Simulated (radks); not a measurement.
The iridium anion Ir- inside a hard spherical wall (all orbitals vanish at R), configuration held at [Xe] 4f14 5d8 6s2 and not refilled when levels cross. All-electron calculation, scalar-relativistic Kohn-Sham, PBEsol, spin-polarised, spherical densities, finite nucleus; open shells are filled with parallel spins first (spin-orbit coupling, left out, can overturn this in heavy ions); Fermi nuclear charge, rms radius 5.4032 fm. Program: a radial shooting solver on a logarithmic mesh with Libxc functionals. Eigenvalues in eV for spin up, with the zero of energy where the potential of the charges vanishes at infinity; a dash marks a level that is unbound or too diffuse for the functional's potential to be trusted. A positive occupied level is held by the wall or, in an anion where self-interaction has pushed it up, behind a barrier. The pressure on the wall is -dE/dV.

| R (bohr) | E (hartree) | kinetic (hartree) | e(4f) | e(5p) | e(6s) | e(5d) | e(6p, empty) | e(7s, empty) | pressure (GPa) |
|---|---|---|---|---|---|---|---|---|---|
| 8 | -17819.1720 | 19800.109 | -52.582 | -45.621 | 0.668 | 1.192 | 5.122 | 8.991 | 0.387 |
| 6 | -17819.1075 | 19800.429 | -50.844 | -43.912 | 2.201 | 2.746 | 7.879 | 17.696 | 4.94 |
| 5 | -17818.9659 | 19801.061 | -48.356 | -41.543 | 4.556 | 4.873 | 11.565 | 28.628 | 22.7 |
| 4 | -17818.4664 | 19803.082 | -42.531 | -36.236 | 10.795 | 9.770 | 20.618 | 53.369 | 135 |
| 3 | -17816.2215 | 19811.431 | -27.331 | -23.357 | 31.844 | 23.125 | 49.153 | 122.17 | 1220 |
| 2.5 | -17812.2157 | 19825.957 | -10.155 | -9.349 | 62.697 | 39.630 | 88.275 | 207.01 | 4830 |
| 2 | -17799.8903 | 19869.063 | 24.386 | 20.753 | 141.37 | 77.403 | 181.18 | 392.92 | 25300 |
| 1.5 | -17751.2927 | 20026.420 | 105.33 | 109.55 | 380.80 | 187.89 | 445.88 | 883.66 | 200000 |
